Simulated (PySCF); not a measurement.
Two species compared at the same levels of theory.

First species: C10H11P.
SMILES: `C#CP(C)Cc1ccccc1`

Second species: C5H6NO3P.
Numbering: `[O:1]=[P:2]([OH:3])([OH:4])[c:5]1[cH:6][cH:7][n:8][cH:9][cH:10]1` (hydrogens: H11 on O3; H12 on O4; H13 on C6; H14 on C7; H15 on C9; H16 on C10)

Levels: PBE0/pcSseg-1 for dipole moment, HOMO energy, LUMO energy and HOMO–LUMO gap; GFN2-xTB for rotational constant A and rotational constant C. Geometries: GFN2-xTB. All species are isolated and taken at one optimised geometry, non-relativistic unless stated. Electronic properties by PySCF.

Dipoles, sizes and rotational constants follow the conformer. The torsions of the flexible species, by atom-mapped SMILES:
- `[CH:1]#[C:2][P:3]([CH3:4])[CH2:5][c:6]1[cH:7][cH:8][cH:9][cH:10][cH:11]1`: C2–P3–C5–C6 167°, P3–C5–C6–C7 68°
- `[O:1]=[P:2]([OH:3])([OH:4])[c:5]1[cH:6][cH:7][n:8][cH:9][cH:10]1`: O1–P2–C5–C6 139°, H–O3–P2–O1 -166°, H–O4–P2–O1 -13°

```tsv
property	column X	column Y
dipole moment	1.18 D	3.14 D
HOMO energy	-6.75 eV	-7.75 eV
LUMO energy	-0.49 eV	-1.58 eV
HOMO–LUMO gap	6.26 eV	6.17 eV
rotational constant A	2.619 GHz	2.597 GHz
rotational constant C	0.477 GHz	0.698 GHz
```

Question: Which column belongs to which species?

Answer: Column X is the first species and column Y the second. The first has 22 atoms and 86 electrons, the second 16 and 82.

Question: How does each property change from the first species to the second?

Answer: dipole moment +1.96 D; HOMO energy -1.00 eV; LUMO energy -1.09 eV; HOMO–LUMO gap -0.09 eV; rotational constant A -0.022 GHz; rotational constant C +0.221 GHz.

On the first: A dipole of 1.18 D is allowed in C1, and pure rotational transitions are dipole-allowed. The dipole matches unit charges of opposite sign 0.24 Å apart (1 e·Å = 4.8032 D).

On the second: The dipole equals about 10.5 × 10⁻³⁰ C·m (1 D = 3.33564 × 10⁻³⁰ C·m). A dipole of 3.14 D is allowed in C1, and pure rotational transitions are dipole-allowed.
